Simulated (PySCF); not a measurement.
Structure problem from calculated spectra and properties.

Formula: C2H10O2S2Si3.

* 1H NMR: chemical shifts (computed TMS as zero) by class: 5.27 (3 H), 4.25 (1 H), 4.17 (1 H), 2.46 (2 H), 2.11 (1 H), 1.85 (2 H) ppm [GIAO PBE0/pcSseg-1]
* 13C NMR: chemical shifts (computed TMS as zero) by class: 11.9 (2 C) ppm [GIAO PBE0/pcSseg-1]
* Rotational structure: rotational constants A, B, C: 0.940, 0.582, 0.558 GHz [GFN2-xTB]
* Dipole: 1.44 D [PBE0/pcSseg-1]
* NMR, other nuclei: isotropic shieldings of nuclei other than C and H, by class: 274 (1 O), 276 (1 O), 372 (1 Si), 389 (1 Si), 401 (1 Si), 597 (2 S) ppm [GIAO PBE0/pcSseg-1]

Gas-phase values; electronic properties from PySCF, density fitting. Levels stand in brackets. Geometry: GFN2-xTB, one conformer, isolated molecule. Each NMR value is the plain mean over a class of atoms that symmetry, rotation or inversion makes alike.

Problem. Propose a structure and show how it fits.

Solution. Numbering: `[OH:1][Si:2]1([O:3][SiH3:4])[S:5][CH2:6][SiH2:7][CH2:8][S:9]1`. Its formula, C2H10O2S2Si3, gives 1 degree of unsaturation: 1 ring and 0 π bonds in the structure found. 2 carbons fall into 1 class: ring sp3 carbon bound to sulfur [C6/C8] (11.9 ppm, 2 C). Hydrogen classes from least to most shielded: 3 H on an oxygen-bound silicon, Si4 (5.27 ppm), 1 H on an SiH2 silicon, Si7 (4.25 ppm), 1 H on an SiH2 silicon, Si7 (4.17 ppm), 2 H on 2 like atoms (sp3 carbon bound to sulfur), C6/C8 (2.46 ppm), 1 H on a silanol oxygen, O1 (2.11 ppm), 2 H on 2 like atoms (sp3 carbon bound to sulfur), C6/C8 (1.85 ppm). The other shieldings belong to: 274 ppm, silanol oxygen [O1]; 276 ppm, siloxane oxygen [O3]; 372 ppm, oxygen-bound silicon [Si2]; 389 ppm, oxygen-bound silicon [Si4]; 401 ppm, SiH2 silicon [Si7]; 597 ppm, sulfur bonded to C and Si [S5/S9]. The optimised geometry has point group C1 and is an asymmetric top. Structure: `O[Si]1(O[SiH3])SC[SiH2]CS1`. Computed isomers that give other values at the same levels: `O[SiH2][Si]1(O[SiH3])SCCS1` (13C chemical shifts (computed TMS as zero) by class: 41.6 (2 C) ppm); `O[Si@@]1(O[SiH3])[SiH2]SCCS1` (13C chemical shifts (computed TMS as zero) by class: 37.0 (1 C), 36.9 (1 C) ppm). The assignments are read from this structure; whether some other isomer fits the data as well wasn't checked.
